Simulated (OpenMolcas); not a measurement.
## Tm3+ in a point-charge field

Tm3+ among 2 point charges of -1 e arranged as a linear pair (D∞h), 3.21 Å from the ion.

| Property | Result |
| --- | --- |
| Program | OpenMolcas |
| Method | CASSCF |
| Basis | ANO-RCC-VTZP [8s7p5d3f2g1h] |
| Scalar Hamiltonian | DKH2, point nucleus |
| Active space | 12 electrons in 7 orbitals (4f) |
| State averaging | 2S+1 = 3 even, 21 roots; 2S+1 = 1 even, 27 roots kept (CI in the orbitals of an earlier block) |
| Spin-orbit coupling | RASSI with atomic mean-field integrals over the reference wave functions |

The lowest spin-free states (labels by Λ), above the lowest:

```json
{"State": "3Σ", "Degeneracy": "1", "E (cm-1)": "0.0", "Free-ion L (%)": "H (100)"}
{"State": "3Π", "Degeneracy": "2", "E (cm-1)": "23.2", "Free-ion L (%)": "H (100)"}
{"State": "3Δ", "Degeneracy": "2", "E (cm-1)": "95.0", "Free-ion L (%)": "H (100)"}
{"State": "3Φ", "Degeneracy": "2", "E (cm-1)": "220.9", "Free-ion L (%)": "H (100)"}
{"State": "3Γ", "Degeneracy": "2", "E (cm-1)": "406.8", "Free-ion L (%)": "H (100)"}
{"State": "3H", "Degeneracy": "2", "E (cm-1)": "656.2", "Free-ion L (%)": "H (100)"}
{"State": "3Φ", "Degeneracy": "2", "E (cm-1)": "8136", "Free-ion L (%)": "F (100)"}
{"State": "3Δ", "Degeneracy": "2", "E (cm-1)": "8280", "Free-ion L (%)": "F (100)"}
{"State": "3Π", "Degeneracy": "2", "E (cm-1)": "8369", "Free-ion L (%)": "F (100)"}
{"State": "3Σ", "Degeneracy": "1", "E (cm-1)": "8402", "Free-ion L (%)": "F (100)"}
{"State": "1Σ", "Degeneracy": "1", "E (cm-1)": "9347", "Free-ion L (%)": "G (100)"}
{"State": "1Π", "Degeneracy": "2", "E (cm-1)": "9350", "Free-ion L (%)": "G (100)"}
{"State": "1Δ", "Degeneracy": "2", "E (cm-1)": "9359", "Free-ion L (%)": "G (100)"}
{"State": "1Φ", "Degeneracy": "2", "E (cm-1)": "9385", "Free-ion L (%)": "G (100)"}
{"State": "1Γ", "Degeneracy": "2", "E (cm-1)": "9459", "Free-ion L (%)": "G (100)"}
{"State": "1Δ", "Degeneracy": "2", "E (cm-1)": "28274", "Free-ion L (%)": "D (100)"}
{"State": "1Π", "Degeneracy": "2", "E (cm-1)": "28666", "Free-ion L (%)": "D (100)"}
{"State": "1Σ", "Degeneracy": "1", "E (cm-1)": "28770", "Free-ion L (%)": "D (100)"}
{"State": "1Σ", "Degeneracy": "1", "E (cm-1)": "34055", "Free-ion L (%)": "I (100)"}
{"State": "1Π", "Degeneracy": "2", "E (cm-1)": "34090", "Free-ion L (%)": "I (100)"}
```

The lowest levels with spin-orbit coupling:

```csv
E (cm-1),Degeneracy,2S+1,J,|mJ| (%),g
0.0,1,3,6.00,0 (100),
16.3,2,3,6.00,1 (100),0.00 0.00 2.34
66.1,2,3,6.00,2 (100),0.00 0.00 4.68
151.8,2,3,6.00,3 (100),0.00 0.00 7.02
276.6,2,3,6.00,4 (100),0.00 0.00 9.35
443.9,2,3,6.00,5 (100),0.00 0.00 11.68
656.2,2,3,6.00,6 (100),0.00 0.00 13.99
7042,2,3 (66 %),4.00,4 (100),0.00 0.00 8.95
7046,2,3 (66 %),4.01,3 (100),0.00 0.00 6.70
7065,2,3 (65 %),4.00,2 (100),0.00 0.00 4.47
7081,2,3 (65 %),4.00,1 (100),0.00 0.00 2.24
7087,1,3 (65 %),4.00,0 (100),
8320,1,3,5.00,0 (100),
8343,2,3,5.00,1 (100),0.00 0.00 2.03
8413,2,3,5.00,2 (100),0.00 0.00 4.08
8531,2,3,5.00,3 (100),0.00 0.00 6.15
8696,2,3,5.00,4 (100),0.00 0.00 8.23
8915,2,3,5.00,5 (100),0.00 0.00 10.32
13426,1,3,4.00,0 (100),
13443,2,3,4.00,1 (100),0.00 0.00 1.91
```

Powder χT (cm3 K/mol): 1.22 at 2 K, 4.8 at 10 K, 6.64 at 50 K, 6.9 at 100 K, 7.04 at 200 K, 7.08 at 300 K. The effective moment at 300 K is 2.828 √(χT) = 7.53 μB.

Hund's rules give f12 the level 3H6 with g = 1.167, so an isolated free-ion multiplet has χT = g² J(J+1) / 8 = 7.146 cm3 K/mol. The computed 7.085 at 300 K differs by -1 %, through the field's splitting, the mixing of terms and any other multiplet in reach.

Stevens parameters of the J = 6 multiplet, which is 656 cm-1 wide (cm-1, z along the main axis): B20 = 6.074e+00, B40 = 1.314e-03, B60 = -2.078e-06.

Point charges carry no covalency, so the field is a model and not that of real ligands. The first state left out of the spin-orbit step lies near 84000 cm-1 above the lowest spin-free state of the reference (among the parities and spins computed), and the lists stop at four fifths of that energy or lower. No measured value stands beside these numbers.

With an even number of electrons the g values are those of a degenerate or nearly degenerate non-Kramers pair.
